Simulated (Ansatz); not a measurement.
The first iterations of a band of BrF2HSTi (6 atoms, charge 0, multiplicity 1).

Computed with RKS PBE0-D4/def2-SVP in Ansatz 0.2.0.

```json
{
  "movable images": "7",
  "climbing image": "yes",
  "spring": "5.0 eV/Å²",
  "optimiser": "quadratic models (default)",
  "start path": "through a guess of the saddle point",
  "force threshold": "0.05 eV/Å",
  "iteration limit": "50",
  "end points": "relaxed"
}
```

Image 0:

```xyz
6
Properties=species:S:1:pos:R:3
Ti -0.203 0.329 0.352
Br 1.857 1.410 0.562
S 0.125 -1.793 -0.348
H 0.358 -1.331 -1.602
F -1.141 1.155 -0.837
F -0.995 0.229 1.873
```

Image 8:

```xyz
6
Properties=species:S:1:pos:R:3
Ti -0.230 0.456 0.119
Br 1.848 1.458 0.479
S 0.013 -1.281 -1.304
H 0.513 -2.033 -0.290
F -1.322 1.556 -0.623
F -0.822 -0.155 1.619
```

| iteration | highest image above the first end (eV) | largest band force component (eV/Å) |
| --- | --- | --- |
| 1 | 2.856 | 7.965 |
| 2 | 1.696 | 3.064 |
| 3 | 1.127 | 1.669 |
| 4 | 0.602 | 1.326 |

Q: Does the band converge within its limit, and where does its top end?

A: It converged. It ended after 13 iterations with the highest image 0.077 eV above the first end. A vibrational analysis at the climbing image gives one clearly imaginary mode, 197i cm⁻¹: a first-order saddle point.

Time of the run: 13 min on 2 threads of Arm Neoverse N1 (shared host), peak memory 0.32 GiB.
